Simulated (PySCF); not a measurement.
Gas-phase reaction: 2 TaCl5 + N2H2 + 2 HCl = 2 TaCl4NH2 + 4 Cl. Level: PBE0/def2-QZVP†; standard pressure 1 bar.

Energies from PySCF, thermal terms from the rigid-rotor harmonic-oscillator model, ideal gas at 1 bar. † marks an energy on the PBE0/def2-TZVP geometry and frequencies. Open shells (unrestricted): Cl (multiplicity 2, electronic degeneracy 6); the rest are closed-shell singlets. Spin-orbit splitting is ignored; it lowers the true energy and changes the entropy of Cl. Ta: scalar-relativistic def2 core potential, no spin-orbit coupling. TaCl4NH2: computed as isolated molecules; such fragments, hydroxides, amides, oligomers or adducts are transient or little studied in the gas. The harmonic model lacks anharmonicity and excited electronic states, which grow with temperature; levels with a mode under 35 cm⁻¹ are left out. Soft modes under 120 cm⁻¹ make the harmonic entropy rough for TaCl5, TaCl4NH2.

```
T (K)  1000/T (1/K)  log10 K
-----  ------------  -------
800          1.2500   -33.96
1000         1.0000   -25.95
1200         0.8333   -20.57
1400         0.7143   -16.70
1600         0.6250   -13.78
1800         0.5556        ?
```

Fit log10 K = a + b·(1000/T) to the five rows, get the mean ΔH° and ΔS°, and predict log10 K at 1800 K.

Means: 1000/T = 0.8845, log10 K = -22.192. Sums of products about the means: Sxy = -7.93595, Sxx = 0.245860, so b = Sxy/Sxx = -32.28 and a = -22.192 − (-32.28)×0.8845 = 6.36.
ΔH° = −R ln 10 × 1000 K × b = −19.145 × (-32.28) = 618 kJ; ΔS° = R ln 10 × a = 122 J/K. The run's own values go from 611 kJ and 114 J/K at 800 K to 634 kJ and 132 J/K at 1800 K.
Prediction at 1800 K: 6.36 + (-32.28)×0.5556 = -11.57. The computed value is -11.49, 0.08 from the line.
For scale, ΔH°(298 K) is 600 kJ at this level, 602 kJ at ωB97M-V/def2-TZVP†, and runs from 285 to 755 kJ over the 16 levels computed.
